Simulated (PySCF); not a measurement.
**Ionisation energy of Er(45+) by level of theory**

Er(45+) [Ar] 3d5 (6S) → Er(46+) [Ar] 3d4 (5D), as a difference of total energies. Computed with PySCF 2.14 in an even-tempered Gaussian basis (18 s from 9.2 bohr⁻², ratio 2.5; 12 p from 12 bohr⁻², ratio 2.5; 7 d from 12 bohr⁻², ratio 2.5; 4 f from 47 bohr⁻², ratio 2.7; 3 g from 70 bohr⁻², ratio 2.7), with scalar relativity by spin-free X2C-1e. Correlated levels: outer shells: [Ne] frozen; virtual orbitals above 40 to 60 times the deepest correlated orbital energy dropped. The calculations carry no spin-orbit coupling.

```
                method  ionisation energy (eV)
                   UHF                  3782.3
                   LDA                  3778.7
                   PBE                  3778.3
                  PBE0                  3779.8
                r2SCAN                  3780.4
    MP2 (outer shells)                  3782.6
SCS-MP2 (outer shells)                  3782.1
```

Q: Estimate what r2SCANh gives.

A: 3780.8 eV, closest to r2SCAN among the rows shown.

Q: Estimate what B97-3 gives.

A: 3780.2 eV, closest to r2SCAN among the rows shown.

Spin-orbit coupling is strong in these open shells (close to jj coupling). The scalar numbers leave it out and a first-order estimate fails, so it can dominate the gap to the real levels.

Breit and QED terms and the two-electron picture change are absent.

For comparison: 3742 ± 4 eV (theoretical estimate listed by NIST; NIST Atomic Spectra Database, ionization energies).
